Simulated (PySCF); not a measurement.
An equivalent PySCF input for Te²⁺ (tellurium, charge +2), [Kr] 4d10 5s2 5p2, high-spin 3P determinant, with the spin-free X2C one-electron Hamiltonian (Gaussian nucleus):

```python
from pyscf import gto, scf, dft, mp, cc
import basis_set_exchange as bse
mol = gto.M(atom="Te 0 0 0", charge=2, spin=2, symmetry="D2h",
            basis=gto.basis.parse(bse.get_basis("aug-cc-pwCVTZ-DK3", elements=["Te"], fmt="nwchem")),
            nucmod="G")
mf = dft.UKS(mol, xc="BLYP").sfx2c1e()
mf.irrep_nelec = {'Ag': (9, 9), 'B1g': (2, 2), 'B2g': (2, 2), 'B3g': (2, 2), 'B1u': (4, 3), 'B2u': (4, 3), 'B3u': (3, 3)}
mf.kernel()
```

It reaches the same state as the run whose output follows, with an energy that differs only through the grid. The run itself started from symmetry-adapted Hartree-Fock orbitals and held the occupation by maximum overlap, on a logarithmic radial grid, so the iterations belong to that start.

```
SCF conv_tol = 1e-09
number electrons alpha = 26  beta = 24
XC functionals = BLYP
    A. D. Becke.,  Phys. Rev. A 38, 3098 (1988)
    C. Lee, W. Yang, and R. G. Parr.,  Phys. Rev. B 37, 785 (1988)
    B. Miehlich, A. Savin, H. Stoll, and H. Preuss.,  Chem. Phys. Lett. 157, 200 (1989)
cycle= 1 E= -6792.72513108234  delta_E= -0.0221  |g|= 0.0565  |ddm|= 0.673
cycle= 2 E= -6792.72525872884  delta_E= -0.000128  |g|= 0.011  |ddm|= 0.0387
cycle= 3 E= -6792.72526594177  delta_E= -7.21e-06  |g|= 0.00132  |ddm|= 0.0102
cycle= 4 E= -6792.72526615684  delta_E= -2.15e-07  |g|= 0.000535  |ddm|= 0.00147
cycle= 5 E= -6792.72526618091  delta_E= -2.41e-08  |g|= 1.07e-05  |ddm|= 0.000298
cycle= 6 E= -6792.72526618094  delta_E= -3.64e-11  |g|= 2.14e-06  |ddm|= 2.93e-05
converged SCF energy = -6792.72526618094  <S^2> = 2.0009915  2S+1 = 3.000661
```
